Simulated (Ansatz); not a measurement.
`O[SiH](Cl)Br` → `Cl[Si]Br` + H₂O at 700 K and 1 bar (silylene formation by 1,1-elimination).

Gas-phase electronic energies from Ansatz, PBE0-D4/def2-TZVP geometries. CCSD(T)/CBS is the MP2 limit (def2-TZVPP, def2-QZVPP) plus CCSD(T) − MP2 in def2-TZVPP, frozen cores. This one scheme is used for every species. For Br outer-core shells are correlated without core-valence functions, which leaves a few kJ/mol of doubt a bond. Scalar relativity is left out up to krypton. One conformer a species, not always the lowest.

| species | CCSD(T)/CBS energy (Eh) | H − E (kJ/mol) | S (J/(mol·K)) |
| --- | --- | --- | --- |
| `O[SiH](Cl)Br` | -3398.70645 | 126.1 | 415.8 |
| `Cl[Si]Br` | -3322.23177 | 41.7 | 346.5 |
| H₂O | -76.37941 | 80.5 | 218.4 |

H − E and S are ideal-gas, rigid-rotor, harmonic terms from PBE0-D4/def2-TZVP, for one conformer and one mirror image of each species. 1 Eh = 2625.50 kJ/mol, R = 8.31446 J/(mol·K).

Task: By hand: ΔE, ΔH, ΔS and ΔG.

Result: ΔE = (-3322.23177) + (-76.37941) − (-3398.70645) = 0.09527 Eh = 250.1 kJ/mol. Δ(H − E) = 41.7 + 80.5 − 126.1 = -3.9, so ΔH = 246.2 kJ/mol. ΔS = 346.5 + 218.4 − 415.8 = 149.1 J/(mol·K). ΔG = 246.2 − 700 × (149.1)/1000 = 141.8 kJ/mol.

Task: By hand: the equilibrium constant, and the temperature at which ΔG would vanish if ΔH and ΔS stayed fixed.

Result: log₁₀ K = −ΔG/(RT ln 10) = -10.6. ΔG = 0 at ΔH/ΔS = 1651 K.

The number of gas molecules changes by +1, which sets the sign of ΔS. A doubt of 5 kJ/mol in ΔE shifts log₁₀ K by 0.4 here. Other conformers and mirror images would add mixing entropy, several J/(mol·K) or more a flexible species. These are equilibria of isolated gas molecules and say nothing of rates. Largest T1 diagnostic: 0.011 (customary marks: 0.02 for closed shells, 0.045 for open ones).
